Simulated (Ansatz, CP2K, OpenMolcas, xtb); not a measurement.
# GeH2O (germanone): methods side by side

GeH2O: 4 atoms, total charge 0, spin state singlet. SMILES: `[O]=[GeH2]`. The shape comes from GFN2-xTB, which is rough for such elements, and wasn't checked as a minimum.

Each level gives the vertical ionisation energy (to the doublet cation) (eV). The values are calculated.

```csv
level,kind,program,value (eV),CPU time (all runs)
PM6,semi-empirical,CP2K,9.15,under 2 s
GFN1-xTB,semi-empirical,xtb,16.58,under 2 s
IPEA1-xTB,semi-empirical,CP2K,17.34,under 2 s
HF/STO-3G,Hartree–Fock,Ansatz,4.56,0.58 s
HF/cc-pVDZ,Hartree–Fock,OpenMolcas,8.39,4.4 s
HF/cc-pVTZ,Hartree–Fock,OpenMolcas,8.38,21 s
HF/cc-pVQZ (RICD fitting),Hartree–Fock,OpenMolcas,8.39,70 s
SVWN5/STO-3G,LDA,Ansatz,6.73,2.1 s
BLYP/STO-3G,GGA,Ansatz,6.58,3.4 s
PBE/STO-3G,GGA,Ansatz,6.69,3.5 s
```

All-electron rows without a relativistic Hamiltonian named are non-relativistic. The values span 4.56 to 17.34 eV. The xTB values lack the empirical shift that such differences need. Times are those of the runs behind each value, whatever else they computed, on shared processors of several kinds: orders of magnitude only.
